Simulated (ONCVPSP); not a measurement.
# Transferability test, ONCV potential for Fe (Z = 26)

Fe (Z = 26), optimised norm-conserving Vanderbilt (ONCV), made with ONCVPSP 4.0.1 (PBE, scalar-relativistic). Core [Ne], reference 3s2 3p6 3d6 4s1.5 (charge +0.5). Waves: 3s+4s: rc 1.45 bohr, ncon 4, nbas 7, qcut 6.4 1/bohr, 2 projectors; 3p: rc 0.85 bohr, ncon 4, nbas 7, qcut 9.1 1/bohr, 2 projectors, debl 0.9 Ha; 3d: rc 1.30 bohr, ncon 5, nbas 8, qcut 11.8 1/bohr, 2 projectors, debl 0.6 Ha. Local part: polynomial inside 0.75 bohr (lpopt 5, dvloc0 0 Ha). Core correction: Teter function, fcfact 4, rcfact 1.5.

In the p channel the program set the typed energies aside and used -2.356, 0.250 Ha.

Energies are relative to the spin-unpolarised reference configuration 3s2 3p6 3d6 4s1.5; without spin polarisation the order of configurations can differ from experiment.

Give the all-electron excitation energy and the error of the potential for: 3s2 3p6 3d6 4s2; 3s2 3p6 3d6 4s1; 3s2 3p6 3d6 4s0; 3s2 3p6 3d6 4s0 4p1.

| valence configuration | charge | ΔE all-electron (eV) | error AE − PS (meV) |
| --- | --- | --- | --- |
| 3s2 3p6 3d6 4s2 | 0 | -3.484 | +0.4 |
| 3s2 3p6 3d6 4s1 | +1 | 5.245 | -0.4 |
| 3s2 3p6 3d6 4s0 | +2 | 21.448 | -1.1 |
| 3s2 3p6 3d6 4s0 4p1 | +1 | 10.300 | -1.1 |

Levels in the configuration 3s2 3p6 3d6 4s0:

```csv
level,all-electron (eV),pseudo (eV)
3s,-112.472,-112.491
3p,-78.514,-78.519
3d,-25.717,-25.727
```
